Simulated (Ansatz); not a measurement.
Cartesian coordinates in Å:
```
F 0.774 -0.883 -2.380
B 0.119 -0.130 -1.480
Cl -0.981 1.145 -2.200
O -0.724 -1.032 -0.609
C -0.867 -0.799 0.633
C -0.134 0.148 1.324
C 0.912 0.741 0.640
O 1.128 0.571 -0.602
H -1.591 -1.436 1.140
H -0.280 0.312 2.380
H 1.644 1.363 1.154
```

Charge 0, multiplicity 1.

(1) List the CAM-B3LYP/def2-TZVPP orbital energies in eV (Ansatz 0.2.0). (Best estimate.)

Answers

(1) The calculation gave: Occupied: -2763.31, -672.80, -524.53, -524.53, -282.73, -282.73, -279.94, -258.12, -197.16, -197.03, -197.02, -188.79, -34.53, -33.22, -32.37, -25.05, -23.93, -21.65, -20.46, -17.90, -17.84, -16.07, -15.73, -15.66, -15.00, -14.08, -13.68, -13.31, -12.98, -11.55, -11.31, -9.88, -9.78, -9.58. Lowest empty: -1.89, 1.64, 1.88, 2.50, 2.87, 3.28, 3.95, 4.16.
